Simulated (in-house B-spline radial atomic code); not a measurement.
A fraction x of an electron is removed from 2s in B2+, starting from [He] 2s1 and keeping the highest spin. Computed with a B-spline radial code for spherical atoms: non-relativistic BLYP, spin-polarised, spherical fractional occupations, point nucleus.

```json
{"x": "0", "E(x) - E(0) (eV)": "0.0000", "2s up level (eV)": "-32.513"}
{"x": "0.02", "E(x) - E(0) (eV)": "0.6527", "2s up level (eV)": "-32.757"}
{"x": "0.2", "E(x) - E(0) (eV)": "6.7464", "2s up level (eV)": "-34.948"}
{"x": "0.27", "E(x) - E(0) (eV)": "9.2224", "2s up level (eV)": "-35.794"}
{"x": "0.42", "E(x) - E(0) (eV)": "14.7265", "2s up level (eV)": "-37.588"}
{"x": "0.5", "E(x) - E(0) (eV)": "17.7712", "2s up level (eV)": "-38.529"}
{"x": "0.59", "E(x) - E(0) (eV)": "21.2858", "2s up level (eV)": "-39.568"}
{"x": "0.64", "E(x) - E(0) (eV)": "23.2784", "2s up level (eV)": "-40.135"}
{"x": "0.83", "E(x) - E(0) (eV)": "31.1019", "2s up level (eV)": "-42.189"}
{"x": "0.89", "E(x) - E(0) (eV)": "33.6518", "2s up level (eV)": "-42.810"}
{"x": "1", "E(x) - E(0) (eV)": "38.4365", "2s up level (eV)": "-"}
```

The exact functional would give a straight line between the two integer points. Deviations E(x) - E(0) - x[E(1) - E(0)], in eV: -0.116 at x = 0.02, -0.941 at x = 0.2, -1.155 at x = 0.27, -1.417 at x = 0.42, -1.447 at x = 0.5, -1.392 at x = 0.59, -1.321 at x = 0.64, -0.8 at x = 0.83, -0.557 at x = 0.89.

The curve lies below the straight line by up to 1.447 eV (at x = 0.5): convex, the delocalisation error that favours fractional charges.

(1) How well does Slater's transition state (minus the level at half occupation) give the ionisation energy?

## Answers

(1) It gives 38.529 eV against 38.437 eV from the two total energies; NIST lists 37.93 eV, ground level to ground level.
